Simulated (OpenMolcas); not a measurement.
Yb3+ among 6 point charges of -1.5 e arranged as a trigonal antiprism (D3d), with a polar angle of 64.6° against the regular 54.74°.

```json
{
  "Program": "OpenMolcas 26.06",
  "Method": "CASSCF",
  "Basis": "ANO-RCC-VDZP [7s6p4d2f1g]",
  "Scalar Hamiltonian": "DKH2, point nucleus",
  "Active space": "13 electrons in 7 orbitals (4f)",
  "State averaging": "2S+1 = 2 odd, 7 roots",
  "Spin-orbit coupling": "RASSI with atomic mean-field integrals over the reference wave functions"
}
```

All point charges move together. At R = 2.51 Å the width of the lowest J multiplet is 1346 cm-1, and at R = 2.62 Å it is 1181 cm-1.

Question: A third run gives 773 cm-1. What distance was it run at?

Answer: With a power law R^-n the two known points give n = -ln(1181 / 1346) / ln(2.62 / 2.51) = 3.05. Then R = 2.51 × (1346 / 773)^(1/3.05) = 3.011 Å. The run was at 3.01 Å, so the estimate is off by +0.001 Å.

This is an electrostatic model: the charges have no orbitals. No measured value stands beside these numbers.
